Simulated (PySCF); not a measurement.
Start geometry of `C/N=C/[C@]12[C@H]3[C@@H]4C5[C@H]3[C@H]1[C@@H]5[C@@H]42` from GFN2-xTB (Å):
```
atom  x, y, z in Å
C1     3.661   -0.761    0.138
N2     2.242   -0.806    0.274
C3     1.524    0.102   -0.218
C4     0.067    0.084   -0.093
C5    -0.791   -1.003    0.591
C6    -1.622    0.091    1.293
C7    -2.607    0.108    0.104
C8    -1.770   -0.980   -0.602
C9    -0.928    0.114   -1.287
C10   -1.761    1.202   -0.581
C11   -0.780    1.185    0.607
H12    4.023    0.118   -0.415
H13    4.100   -0.768    1.136
H14    3.984   -1.669   -0.373
H15    1.939    0.964   -0.771
H16   -0.387   -1.890    1.060
H17   -1.900    0.087    2.340
H18   -3.687    0.111    0.186
H19   -2.170   -1.856   -1.099
H20   -0.632    0.123   -2.330
H21   -2.153    2.094   -1.055
H22   -0.365    2.060    1.094
```

What comes out of this run: PySCF 2.14.0, PBE0-D3(BJ)/def2-SVP geometry optimisation, gas phase?

```
atom  x, y, z in Å
C1     3.8922   -0.6509    0.0620
N2     2.4692   -0.7202    0.2147
C3     1.7604    0.2089   -0.2750
C4     0.2949    0.2250   -0.1681
C5    -0.5580   -0.8698    0.5226
C6    -1.3980    0.2353    1.2327
C7    -2.3957    0.2501    0.0345
C8    -1.5516   -0.8499   -0.6789
C9    -0.7058    0.2574   -1.3771
C10   -1.5456    1.3559   -0.6617
C11   -0.5521    1.3438    0.5369
H12    4.2481    0.2414   -0.4931
H13    4.3711   -0.6594    1.0554
H14    4.2525   -1.5540   -0.4584
H15    2.2192    1.0685   -0.8152
H16   -0.1260   -1.7598    0.9937
H17   -1.6787    0.2331    2.2938
H18   -3.4900    0.2530    0.1207
H19   -1.9577   -1.7385   -1.1792
H20   -0.4047    0.2648   -2.4329
H21   -1.9478    2.2577   -1.1411
H22   -0.1264    2.2287    1.0276
```

The energy falls by 0.091 eV over 5 energy and gradient evaluations, the largest force component goes from 0.0113 to 3.0e-04 Eh/bohr, and the atoms move by 0.031 Å rms after alignment. Among the bonds, C5–C6, C7–C8, C8–C9, C9–C10, C10–C11, C5–C8 and C6–C11 change most and about equally (+0.016 to +0.017 Å). Bonds longer at the end by more than 0.005 Å: 26 of 26; shorter: 0. Rotational constants go from 3222, 794.2, 784.3 to 3159, 785.2, 775.6 MHz. The orientation of the end geometry is arbitrary; only internal coordinates are fixed.

The run used 209 basis functions and 35 SCF cycles in all. The run took 2.5 min wall on one thread, Arm Neoverse V1, on a shared host.

Stationary, but not proved a minimum. One conformer, not necessarily the lowest.
